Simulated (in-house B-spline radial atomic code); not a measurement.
Mn VII (Mn6+): [Ar] (7d3/2)1 (an excited or competing configuration)

Computed with a B-spline radial code for spherical atoms: Dirac-Hartree-Fock, average of the jj configuration, Fermi nucleus of rms radius 3.7057 fm.

Effective charges: Z_r = [3n² - l(l+1)]/(2<r>) from the radius, Z_e = n√(-2ε) from the energy, and Slater's rules. Values are occupation-weighted means over j.

| shell | electrons | ε (eV) | <r> (bohr) | Z_r | Z_e | Slater |
| --- | --- | --- | --- | --- | --- | --- |
| 1s | 2 | -6742.1 | 0.06087 | 24.64 | 22.26 | 24.70 |
| 2s | 2 | -948.63 | 0.277 | 21.66 | 16.70 | 20.85 |
| 2p | 6 | -821.75 | 0.2456 | 20.36 | 15.54 | 20.85 |
| 3s | 2 | -232.56 | 0.7932 | 17.02 | 12.40 | 13.75 |
| 3p | 6 | -191.65 | 0.8157 | 15.32 | 11.26 | 13.75 |
| 7d | 1 | -15.503 | 8.804 | 8.01 | 7.47 | 7.00 |

The least bound orbital is 7d3/2 at -15.5 eV, and it is also the most diffuse (<r> = 8.804 bohr).

For the 1s electron the small component carries 0.807 % of the norm, the zero-frequency Breit interaction raises the level by 7.419 eV, self-energy by 3.602 eV, and vacuum polarisation lowers it by 0.3002 eV.
